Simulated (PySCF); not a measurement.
Job file and geometry (Å, from GFN2-xTB) of an NMR shielding run on SMILES CC#CC[C@H]1CCS[SiH2]1, C₇H₁₂SSi, PySCF 2.14.0, density-fitted response routines, GIAO PBE0/pcSseg-1 NMR shielding, non-relativistic, gas phase; density fitting, a coarse starting grid and PySCF grid level 2 are the driver's defaults:

```
$ OMP_NUM_THREADS=1 python probes_run.py task.json out

{"job": {"kind": "nmr", "xc": "PBE0", "basis": "pcSseg-1"}, "charge": 0, "multiplicity": 1}
C      3.979996     0.698786     0.510012
C      2.710948     0.009047     0.417792
C      1.664323    -0.571295     0.354301
C      0.378710    -1.230901     0.236665
C     -0.656755    -0.286655    -0.380107
C     -2.021934    -0.954404    -0.539842
C     -3.045130     0.079752    -0.971294
S     -3.031966     1.501562     0.190334
Si    -0.949327     1.292609     0.651220
H      4.795539     0.020661     0.259710
H      4.130530     1.072636     1.522464
H      3.995449     1.540254    -0.182404
H      0.047593    -1.552315     1.229248
H      0.490068    -2.125793    -0.386321
H     -0.296101     0.000533    -1.374806
H     -1.986375    -1.759623    -1.279860
H     -2.331822    -1.386859     0.415553
H     -4.058709    -0.315867    -0.966868
H     -2.819761     0.470499    -1.963933
H     -0.806627     1.069914     2.084793
H     -0.197569     2.444402     0.172870
```

Question: Write the output of this run.

Answer: 
```
coarse grid: 18296 points
cycle   1  E = -960.8533913539  dE =  1.096e+00  |g| = 4.271e-01  |ddm| = 4.643e+00
cycle   2  E = -960.8637004736  dE = -1.031e-02  |g| = 3.918e-01  |ddm| = 1.217e+00
cycle   3  E = -960.9050561480  dE = -4.136e-02  |g| = 5.176e-02  |ddm| = 5.811e-01
cycle   4  E = -960.9054789781  dE = -4.228e-04  |g| = 3.155e-02  |ddm| = 8.930e-02
cycle   5  E = -960.9057174775  dE = -2.385e-04  |g| = 1.092e-02  |ddm| = 3.956e-02
cycle   6  E = -960.9057406077  dE = -2.313e-05  |g| = 4.973e-03  |ddm| = 1.138e-02
cycle   7  E = -960.9057464490  dE = -5.841e-06  |g| = 6.551e-04  |ddm| = 4.382e-03
final grid: 166592 points
cycle   8  E = -960.9632578282  dE = -4.355e-05  |g| = 8.896e-03  |ddm| = 5.321e-02
cycle   9  E = -960.9632453376  dE =  1.249e-05  |g| = 1.119e-02  |ddm| = 2.254e-02
cycle  10  E = -960.9632776867  dE = -3.235e-05  |g| = 1.585e-03  |ddm| = 1.354e-02
cycle  11  E = -960.9632783046  dE = -6.179e-07  |g| = 4.947e-04  |ddm| = 1.876e-03
cycle  12  E = -960.9632783576  dE = -5.292e-08  |g| = 1.709e-04  |ddm| = 5.326e-04
cycle  13  E = -960.9632783646  dE = -7.019e-09  |g| = 2.779e-05  |ddm| = 1.672e-04
cycle  14  E = -960.9632783648  dE = -1.935e-10  |g| = 8.041e-06  |ddm| = 4.798e-05
converged SCF energy = -960.9632783648

GIAO shielding tensors (ppm)
atom      isotropic    diamagn.    paramagn.     s11        s22        s33       span
  0 C      182.347     253.827     -71.481    174.808    175.230    197.002     22.193
  1 C      102.292     269.194    -166.902     19.451     23.877    263.548    244.096
  2 C      100.654     259.891    -159.237      7.032     18.201    276.728    269.695
  3 C      162.987     253.262     -90.275    150.009    161.889    177.064     27.055
  4 C      150.423     254.315    -103.892    122.216    148.201    180.850     58.634
  5 C      146.300     247.715    -101.415    124.964    151.698    162.238     37.274
  6 C      147.368     249.262    -101.895    110.832    162.444    168.826     57.994
  7 S      671.664    1057.335    -385.670    491.805    606.799    916.390    424.585
  8 Si     359.234     879.944    -520.710    317.539    351.348    408.815     91.277
  9 H       29.766      26.211       3.555     24.419     27.738     37.142     12.723
 10 H       29.782      28.785       0.998     24.485     28.127     36.735     12.250
 11 H       29.750      31.134      -1.384     24.373     28.575     36.302     11.930
 12 H       29.530      31.304      -1.774     24.917     29.391     34.281      9.364
 13 H       28.983      30.699      -1.716     22.918     28.941     35.090     12.173
 14 H       30.082      34.802      -4.720     26.264     29.528     34.453      8.189
 15 H       29.662      30.670      -1.008     24.342     28.235     36.408     12.065
 16 H       30.467      31.241      -0.775     26.036     29.407     35.956      9.920
 17 H       28.778      28.291       0.487     22.142     26.982     37.209     15.067
 18 H       28.860      30.291      -1.432     23.208     27.017     36.354     13.146
 19 H       27.006      30.012      -3.007     22.770     25.655     32.592      9.822
 20 H       26.716      30.279      -3.563     22.260     25.496     32.392     10.132
```

Question: Turn these shieldings into chemical shifts. Chemical shifts δ = σref − σ; TMS for ¹³C (σ = 186.93 ppm), ²⁹Si (σ = 349.16 ppm), ¹H (σ = 31.72 ppm); ³³S (σ = 503.73 ppm) vs CS2, all at this level.

Answer: Averaging equivalent atoms: C 2: 86.3; C 1: 84.6; C 5: 40.6; C 6: 39.6; C 4: 36.5; C 3: 23.9; C 0: 4.6; S 7: -168; Si 8: -10.1; H 20: 5.00; H 19: 4.71; H 17: 2.94; H 18: 2.86; H 13: 2.73; H 12: 2.19; H 15: 2.06; H 9/10/11: 1.95; H 14: 1.64; H 16: 1.25 ppm. 

Size and cost of the density-fitted run: 227 basis functions, 82 s wall time on 1 thread of an Arm Neoverse N1, shared host; peak memory 0.96 GiB.
